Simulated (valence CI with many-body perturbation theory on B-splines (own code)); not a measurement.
Results of a calculation; reference values are marked as such.
# Ba⁶⁺: what the settings do

Method: valence CI with perturbative core correlation (CI+MBPT): four valence electrons over a frozen Dirac-Fock core [Kr] 4d10, radial functions for each j: 5 s, 5 p, 5 d, 5 f, 2 g, with the one-electron correlation potential Σ1 (screened to all orders), the two-electron term Σ2, the three-electron term Σ3, Breit, model QED; selected single and double excitations, second order for the rest, scaled by the run's own slope (own B-spline code, finite nucleus).

Set against measurement, 10 paired levels are off by 149 cm⁻¹ on average, the worst by 574. These come from a selection out of Sansonetti and Curry, J. Phys. Chem. Ref. Data 39, 043103 (2010). Levels without a partner in it may be off by more, other configurations by several thousand cm⁻¹.

The reference run has the lowest level (5s^2 5p1/2^2) J=0 and an ionisation energy of 87.4622 eV. Its largest variational space holds 10000 state functions.

Levels are named by their leading jj configuration (3d3/2^4 stands for four electrons in 3d with j = 3/2), which in mixed levels can hold well under half, so a name can repeat and another be missing. Letters in brackets count levels of one name in rising energy.

Changed runs:
A. scale of Σ1 1 → 0
B. factor on the speed of light 1 → 10; QED terms on → off
C. three-electron term on → off
D. cutoff of virtual states (hartree) 6272 → 16.67 (bad on purpose)

Excitation energies of the reference run in cm⁻¹, and shifts in cm⁻¹:

```
                     Level  Reference        A        B        C        D
    (5s^2 5p1/2 5p3/2) J=1      15452     -730   -15385      -37      -82
    (5s^2 5p1/2 5p3/2) J=2      21519     -818   -21320      -81      -81
        (5s^2 5p3/2^2) J=2      42547    -1572   -31688     -119     -155
        (5s^2 5p3/2^2) J=0      61312    -1707   -31581      +64     -154
    (5s 5p1/2^2 5p3/2) J=2     121589    -2960   -40082      -92     -227
    (5s 5p1/2^2 5p3/2) J=1     148382    -3127   -36952      -86     -186
    (4f5/2 5s^2 5p1/2) J=3     149587    +5240              +7.0    +2631
(5s 5p1/2 5p3/2^2) J=2 [a]     150402    -3323   -38968     -100     -212
    (4f7/2 5s^2 5p1/2) J=3     153158    +5008   -37549      -27    +2606
    (4f5/2 5s^2 5p1/2) J=2     154515    +5270   -38927     +4.8    +2662
    (4f7/2 5s^2 5p1/2) J=4     154802    +4949              +169    +2601
    (5s 5p1/2 5p3/2^2) J=3     156574    -3587   -45134     -137     -236
    Ionisation energy (eV)    87.4622  -1.4097  -1.6590  +0.0312  -0.1020
```

A blank means that the level has no clear partner in that run.
